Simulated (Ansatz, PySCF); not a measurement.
Species: SiF₂ (charge 0, singlet). SMILES: F[Si]F
Coordinates optimised at B3LYP-D3(BJ)/def2-TZVP (Ansatz, an electronic-structure program):
```xyz
3

Si     0.0153     0.0127     0.5768
F      1.0240    -0.6902    -0.4611
F     -1.0478     0.6704    -0.4362
```
Charge 0, spin multiplicity 1.

Quantity: vertical ionisation energy (to the doublet state of charge +1; each state is the SCF solution reached for its spin; for the singlet the Hartree-Fock reference is unstable and T1 is 0.015), in eV. Correlated levels leave the core frozen unless marked. UHF or UKS for open shells. Spin-orbit coupling is left out. No relativistic terms. CBS(X,Y): correlation extrapolated as X^-3; Hartree-Fock from the larger set. The bracket is a focal-point correction in the basis named.

```
level               program  vertical ionisation energy (eV)
------------------  -------  -------------------------------
SVWN5/def2-TZVPD     Ansatz                            11.15
PBE/def2-TZVPD       Ansatz                            10.90
M06-2X/def2-TZVPD     PySCF                            11.08
wB97M-V/def2-TZVPD   Ansatz                            11.17
```

**Question.** What does RI-MP2/CBS(aug-cc-pV(T+d)Z,aug-cc-pV(Q+d)Z)+[CCSD(T)-MP2]/aug-cc-pV(T+d)Z (Ansatz) give?

**Answer.** 11.25 eV, so wB97M-V/def2-TZVPD differs from it by -0.08 eV.
